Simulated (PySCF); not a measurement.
Computed data sheet: `C=CCC1([SiH2]C[SiH3])CC1`

C₇H₁₆Si₂.
Bonds: C1–C2 (double), C2–C3, C3–C4, C4–Si5, Si5–C6, C6–Si7, C4–C8, C8–C9, C4–C9. Hydrogens: H10, H11 on C1; H12 on C2; H13, H14 on C3; H15, H16 on Si5; H17, H18 on C6; H19, H20, H21 on Si7; H22, H23 on C8; H24, H25 on C9.

Some functional groups and rings: C=C double bond, Si–H bond, C–Si bond and cyclopropane ring.

GFN2-xTB geometry:

```yaml
Point_group_of_the_GFN2-xTB_geometry: C1
Rotational_constants_A_B_C_of_the_GFN2-xTB_geometry: 1.478, 0.703, 0.536 GHz
```

From PBE0/pcSseg-1 ground state and GIAO shieldings, non-relativistic (PySCF):

```yaml
Dipole_moment: 1.22 D
HOMO_energy: -7.47 eV
LUMO_energy: 0.24 eV
HOMO–LUMO_gap: 7.71 eV
Lowest_Hirshfeld_atomic_charge: -0.25 e on C6
Highest_Hirshfeld_atomic_charge: +0.33 e on Si5
13C_chemical_shifts_computed_TMS_as_zero_by_class: 150.3 (C2), 121.7 (C1), 49.8 (C3), 12.7 (C8/C9), 8.2 (C4), -9.5 (C6) ppm
1H_chemical_shifts_computed_TMS_as_zero_by_class: 6.30 (H12), 5.51 (H10), 5.28 (H11), 4.01 (H15/H16), 3.88 (H19/H20/H21), 2.09 (H13/H14), 0.48 (H22/H25), 0.41 (H23/H24), 0.22 (H17/H18) ppm
Isotropic_shieldings_of_nuclei_other_than_C_and_H_by_class: 369 (Si5), 425 (Si7) ppm
Mayer_bond_orders_between_heavy_atoms: C1–C2 1.97, C2–C3 1.02, C3–C4 1.03, C4–Si5 0.82, Si5–C6 0.91, C6–Si7 0.93, C4–C8 0.95, C8–C9 0.97, C9–C4 0.93
```

Monoisotopic mass from the formula: 156.0791 u.

The rotational constants make it an asymmetric top with κ = (2B − A − C)/(A − C) = -0.65, nearer the prolate limit (−1). With B = h/(8π²I), that is 505.379 GHz u Å² over I, the principal moments of inertia are 342.0, 719.3 and 943.4 u Å² (most abundant isotopes). In atomic units the dipole is 0.48 e·bohr (1 au = 2.5417 D).

The structure is a single GFN2-xTB conformer in the gas phase; no vibrational or solvent corrections. NMR classes are plain means over equivalent atoms (diastereotopic ones count apart unless rotation or inversion swaps them), as if these changed places fast; in this geometry the members of some classes differ.

Conformer computed: `[CH2:1]=[CH:2][CH2:3][C:4]1([SiH2:5][CH2:6][SiH3:7])[CH2:8][CH2:9]1`: C1–C2–C3–C4 -122°, C2–C3–C4–Si5 65°, C3–C4–Si5–C6 -77°, C4–Si5–C6–Si7 -178°.
